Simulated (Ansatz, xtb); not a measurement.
## Relaxing a trial structure of FH3InOSi

The starting geometry of this gas-phase doublet was built from a drawn formula by distance geometry; its bonds are those of `[O][InH][SiH2]F`.

```xyz
7

F     0.7042   -3.8784   -0.1868
In   -0.7756   -1.3262    1.6048
O    -2.6735   -1.7853    1.8148
Si    0.1699   -2.3730   -0.7128
H     0.0502   -1.9992    2.7791
H    -0.8112   -2.3537   -1.7867
H     1.3360   -1.5772   -1.1722
```

Predict what becomes of its bonds when it is optimised with r2SCAN-D4/def2-SVP.

It keeps its bonds, and is `[O][InH][SiH2]F`.

The energy falls by 0.95 eV over 22 steps:

| step | E − E(last) (eV) |
| --- | --- |
| 1 | 0.948 |
| 3 | 0.140 |
| 6 | 0.044 |
| 8 | 0.018 |
| 10 | 0.015 |
| 13 | 0.007 |
| 15 | 0.002 |
| 17 | 0.001 |
| 20 | 0.000 |
| 22 | 0.000 |

Final geometry (Å):

```yaml
atoms:
  - { symbol: F, position_ang: [1.3788, -3.5471, -0.5522] }
  - { symbol: In, position_ang: [-0.7386, -1.9257, 1.6617] }
  - { symbol: O, position_ang: [-2.2655, -0.6060, 1.5960] }
  - { symbol: Si, position_ang: [0.1603, -2.4669, -0.6948] }
  - { symbol: H, position_ang: [-0.3397, -2.4253, 3.2575] }
  - { symbol: H, position_ang: [-0.8947, -3.0724, -1.5591] }
  - { symbol: H, position_ang: [0.6992, -1.2495, -1.3690] }
```

From the same start GFN2-xTB ends elsewhere, differing in In2–Si4 (3.19 against 2.58 Å here), O3–Si4 (1.58 against 3.82 Å here).

No frequencies were run, so the end isn't proven a minimum. Open shells are spin-unrestricted. Atoms past krypton carry core potentials, without spin–orbit terms. Run with Ansatz 0.2.0, 90 s on 2 threads of Intel(R) Xeon(R) 6975P-C (Granite Rapids), on a shared host.
